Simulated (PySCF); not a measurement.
Work out the structure from these simulated measurements.

Formula: C7H10Ge.

- 1H NMR: chemical shifts (computed TMS as zero) by class: 6.05 (1 H), 6.05 (1 H), 5.74 (1 H), 5.52 (1 H), 4.16 (3 H), 2.28 (3 H) ppm [GIAO KT2/pcSseg-1]
- UV, first state: lowest singlet excitation: 4.52 eV (274 nm, f = 0.815) [TDDFT CAM-B3LYP/def2-SVPD]
- Couplings: largest of the computed one-bond spin–spin couplings (means over like bonds): 13C–13C +198.6, 13C–1H +174.3, 13C–1H +172.4, 13C–1H +171.2, 13C–1H +169.6, 13C–1H +134.7 (×3), 13C–13C +100.2, 13C–13C +97.8 Hz [B3LYP/pcJ-1 (pcSseg-1 on Ge), spin–dipole term left out]
- 13C NMR: chemical shifts (computed TMS as zero) by class: 148.2 (1 C), 125.5 (1 C), 117.6 (1 C), 115.6 (1 C), 98.6 (1 C), 90.9 (1 C), 23.9 (1 C) ppm [GIAO KT2/pcSseg-1]
- Valence photoelectron: vertical ionisation energy: 8.09 eV [ΔSCF CAM-B3LYP/def2-SVPD]
- Rotational structure: rotational constants A, B, C: 5.789, 0.392, 0.370 GHz [PBE0-D3(BJ)/def2-SVP]

Electronic properties: PySCF, gas phase, density fitting. Levels stand in brackets. Isolated species at its PBE0-D3(BJ)/def2-SVP geometry, gas phase. The calculation is non-relativistic and has no spin–orbit coupling, an omission that weighs most on germanium. Each NMR value is the plain mean over a class of atoms that symmetry, rotation or inversion makes alike.

Problem. Give a SMILES that accounts for the data.

Solution. Numbering: `[CH2:1]=[CH:2][C:3]#[C:4]/[CH:5]=[C:6](\[CH3:7])[GeH3:8]`. 7 carbons fall into 7 classes; from least to most shielded: fully substituted alkene carbon [C6] (148.2 ppm), terminal =CH2 carbon [C1] (125.5 ppm), alkene CH carbon [C5] (117.6 ppm), alkene CH carbon [C2] (115.6 ppm), alkyne carbon [C3] (98.6 ppm), alkyne carbon [C4] (90.9 ppm), allylic carbon [C7] (23.9 ppm). Hydrogen classes from least to most shielded: 1 H on an alkene CH carbon, C5 (6.05 ppm), 1 H on an alkene CH carbon, C2 (6.05 ppm), 1 H on a terminal =CH2 carbon, C1 (5.74 ppm), 1 H on a terminal =CH2 carbon, C1 (5.52 ppm), 3 H on a germanium bonded to C and 3 H, Ge8 (4.16 ppm), 3 H on an allylic carbon, C7 (2.28 ppm, a mean of values up to 1.1 ppm apart in this geometry). The couplings run between: +198.6 Hz, alkyne carbon [C3] and alkyne carbon [C4]; +174.3 Hz, alkene CH carbon [C5] and its hydrogen; +172.4 Hz, terminal =CH2 carbon [C1] and its hydrogen; +171.2 Hz, terminal =CH2 carbon [C1] and its hydrogen; +169.6 Hz, alkene CH carbon [C2] and its hydrogen; +134.7 Hz, allylic carbon [C7] and its hydrogen (with 2 like pairs); +100.2 Hz, alkene CH carbon [C2] and alkyne carbon [C3]; +97.8 Hz, alkyne carbon [C4] and alkene CH carbon [C5]. S1 is mainly HOMO→LUMO (weight 0.92); the largest Löwdin shares of the orbital it empties are 0.18 on an alkyne carbon, 0.17 on an alkyne carbon, 0.17 on the fully substituted alkene carbon and 0.15 on the terminal =CH2 carbon, of the orbital it fills 0.18 on the terminal =CH2 carbon, 0.17 on the fully substituted alkene carbon and 0.12 on each of 2 atoms of one kind (alkene CH carbon). By its constants the optimised geometry is an asymmetric top. Structure: `C=CC#C/C=[C](\C)[GeH3]`. Computed isomers that give other values at the same levels: `C=C(C)[C]1=CC=[CH][GeH2]1` (lowest singlet excitation: 4.00 eV (310 nm, f = 0.213)); `[H][Ge]([H])([CH3])[c]1ccccc1` (rotational constant A: 3.620 GHz; this holds for the one conformer computed). The assignments are read from this structure; whether some other isomer fits the data as well wasn't checked. NMR values of atoms bound to Ge lack the spin–orbit term that these neighbours bring.
